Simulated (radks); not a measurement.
Results of a calculation; reference values are marked as such.
Task: Radial electron density D(r) = 4 pi r^2 rho(r) of an atom or ion with 41 electrons. Code: a radial shooting solver on a logarithmic mesh with Libxc functionals. Model: Dirac Kohn-Sham, HCTH/407, spin-unpolarised, spherical densities, finite nucleus; Fermi nuclear charge, rms radius of each element as measured or else 0.836 A^(1/3) + 0.57 fm.

r (bohr)  D(r) (e/bohr)
0.001967          3.513
0.002254          4.427
0.002603          5.631
0.002982          7.037
0.003444          8.861
0.003977          11.09
0.004557          13.61
0.005263          16.76
0.006078          20.45
0.006963          24.42
0.008042          29.11
0.009287          34.19
0.01064           39.18
0.01229           44.44
0.01408           49.06
0.01626           53.23
0.01878           56.23
0.02151           57.70
0.02484           57.66
0.02869           56.11
0.03287           53.73
0.03796           51.11
0.04384           49.51
0.05023           49.93
0.05801           53.00
0.06646           58.13
0.07676           64.61
0.08864           69.96
0.1016            71.85
0.1173            69.21
0.1355            62.39
0.1552            54.53
0.1792            48.32
0.2053            46.93
0.2371            50.15
0.2739            54.96
0.3138            56.67
0.3624            52.37
0.4185            42.19
0.4794            30.54
0.5537            20.47
0.6395            15.32
0.7326            14.45
0.8461            15.18
0.9694            15.06
1.119             13.07
1.293             9.732
1.481             6.419
1.711             3.585
1.976             1.746
2.263            0.7896
2.614            0.2994
3.019           0.09443
3.459           0.02537
3.994          0.004767
4.576         0.0007287

What is the nuclear charge?

Result: Z = 45. The innermost maximum, from 1s, lies near gamma/Z bohr with gamma = sqrt(1 - (Z/c)^2) = 0.945, here 0.021 bohr (found: 0.0229), and its height grows with Z. The density is that of the rhodium ion Rh4+ in [Kr] 4d5; the configuration itself is not fixed sharply by these data, and Z only to a few units. D(r) has 4 maxima, at r = 0.0229, 0.101, 0.309, 0.902 bohr, and minima at 0.0456, 0.199, 0.715 bohr, inside which lie 2.04, 11.11, 29.14 electrons.
